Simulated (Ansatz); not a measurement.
`[BH2][AlH][BH]O` + CH₃OH → `[BH2][AlH][O]C` + `BO` at 500 K and 1 bar (cleavage of the Al–B bond).

Gas-phase electronic energies from Ansatz, PBE0-D4/def2-TZVP geometries. CBS: MP2 limit from def2 TZ/QZ plus the TZ coupled-cluster correction, frozen cores. This one scheme is used for every species. One conformer a species, not always the lowest.

```csv
species,CCSD(T)/CBS energy (Eh),H − E (kJ/mol),S (J/(mol·K))
`[BH2][AlH][BH]O`,-369.74870,184.9,401.0
CH₃OH,-115.61712,157.0,265.4
`[BH2][AlH][O]C`,-383.62766,224.2,405.9
`BO`,-101.80414,113.6,256.0
```

H − E and S are ideal-gas, rigid-rotor, harmonic terms from PBE0-D4/def2-TZVP, for one conformer and one mirror image of each species. 1 Eh = 2625.50 kJ/mol, R = 8.31446 J/(mol·K).

Problem. By hand: ΔE, ΔH, ΔS and ΔG.

Solution. ΔE = (-383.62766) + (-101.80414) − (-369.74870) − (-115.61712) = -0.06598 Eh = -173.2 kJ/mol. Δ(H − E) = 224.2 + 113.6 − 184.9 − 157.0 = -4.1, so ΔH = -177.3 kJ/mol. ΔS = 405.9 + 256.0 − 401.0 − 265.4 = -4.5 J/(mol·K). ΔG = -177.3 − 500 × (-4.5)/1000 = -175.1 kJ/mol.

Problem. By hand: the equilibrium constant, and the temperature at which ΔG would vanish if ΔH and ΔS stayed fixed.

Solution. log₁₀ K = −ΔG/(RT ln 10) = 18.3. ΔG = 0 at ΔH/ΔS = 39400 K, far beyond where these terms or the molecules hold.

The number of gas molecules stays the same, so ΔS is small and ΔH decides. A doubt of 5 kJ/mol in ΔE shifts log₁₀ K by 0.5 here. Other conformers and mirror images would add mixing entropy, several J/(mol·K) or more a flexible species. These are equilibria of isolated gas molecules and say nothing of rates. Largest T1 diagnostic: 0.014 (customary marks: 0.02 for closed shells, 0.045 for open ones).
